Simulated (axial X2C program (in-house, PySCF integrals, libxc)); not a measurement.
# Potential curves of InCl, 2c

Computed with an in-house relativistic program for diatomic molecules. Two-component (2c) means X2C with spin–orbit coupling and atomic mean-field two-electron Coulomb and Gaunt terms. Basis: In dyall-cv3z [11s12p9d4f1g], Cl dyall-av3z [9s8p3d2f] (cores contracted in-house); Gaussian nuclei, density fitting, unrestricted open shells. Masses: In 114.904 u, Cl 34.969 u.

State: Ω = 0 (closed shell). Energies in eV from the fragments at the same level (In + Cl). Fits are polynomials in 1 − R0/R over 0.85 to 1.23 times the lowest point R0.

```tsv
R (Å)	HF
2.1115	-2.3574
2.2086	-2.8140
2.2814	-3.0089
2.3542	-3.1118
2.4270	-3.1457
2.5119	-3.1217
2.5969	-3.0488
2.7061	-2.9079
2.8396	-2.6931
3.0337	-2.3463
```

Occupations by symmetry block were frozen at the best pattern of an incomplete PBE0 search. Closed shells are restricted here (equal orbitals for both partners); the stretched side of such a curve lies too high. Dissociation energies refer to the lowest single-determinant-based atoms at the same level and basis.

**Question.** Fit the HF curve near its minimum: give the equilibrium distance, the harmonic wavenumber and the well depth.

**Answer.** At HF, 2c: Re = 2.435 Å, ωe ≈ 307 cm⁻¹, De = 3.15 eV to In + Cl; Be follows as 0.106 cm⁻¹.
